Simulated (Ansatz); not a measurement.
One change: `[SeH][SiH]1[NH][AlH]1` becomes `O[SiH]1[NH][AlH]1`.

Ansatz, PBE0-D4/def2-TZVP geometries, multiplicity 1. Each molecule was computed in one conformer, which needn't be the lowest.

Scalar relativity is left out up to krypton.

```json
{"property": "size of the dipole moment (ωB97M-V/def2-TZVPP) / D", "`[SeH][SiH]1[NH][AlH]1`": "1.94"}
{"property": "HOMO–LUMO gap (ωB97M-V/def2-TZVPP) / eV", "`[SeH][SiH]1[NH][AlH]1`": "8.74"}
{"property": "HOMO–LUMO gap (PBE0/def2-TZVPP) / eV", "`[SeH][SiH]1[NH][AlH]1`": "5.14"}
{"property": "HOMO energy (B3LYP/def2-TZVPP) / eV", "`[SeH][SiH]1[NH][AlH]1`": "-6.25"}
{"property": "HOMO–LUMO gap (PBE/def2-TZVPP) / eV", "`[SeH][SiH]1[NH][AlH]1`": "3.40"}
{"property": "HOMO energy (PBE0/def2-TZVPP) / eV", "`[SeH][SiH]1[NH][AlH]1`": "-6.44"}
```

Q: Give the same properties after the change, and the shifts. (Estimate.)

A: The calculation gave: 
```tsv
property	`O[SiH]1[NH][AlH]1`	shift
size of the dipole moment (ωB97M-V/def2-TZVPP) / D	0.81	-1.13
HOMO–LUMO gap (ωB97M-V/def2-TZVPP) / eV	8.86	0.12
HOMO–LUMO gap (PBE0/def2-TZVPP) / eV	5.24	0.10
HOMO energy (B3LYP/def2-TZVPP) / eV	-6.09	0.16
HOMO–LUMO gap (PBE/def2-TZVPP) / eV	3.48	0.08
HOMO energy (PBE0/def2-TZVPP) / eV	-6.26	0.18
```

With PBE0 the HOMO rises by 0.18 eV and the LUMO rises by 0.28 eV, so the gap widens by about 0.10 eV. PBE moves the HOMO by 0.20 eV and ωB97M-V by 0.17 eV. Dipoles are sizes alone; their direction can turn.

B3LYP here is the variant with VWN-RPA as its local correlation; programs differ in this.

Spin–orbit coupling is left out; it splits and shifts lone-pair levels of the heavy atoms by tenths of an eV.
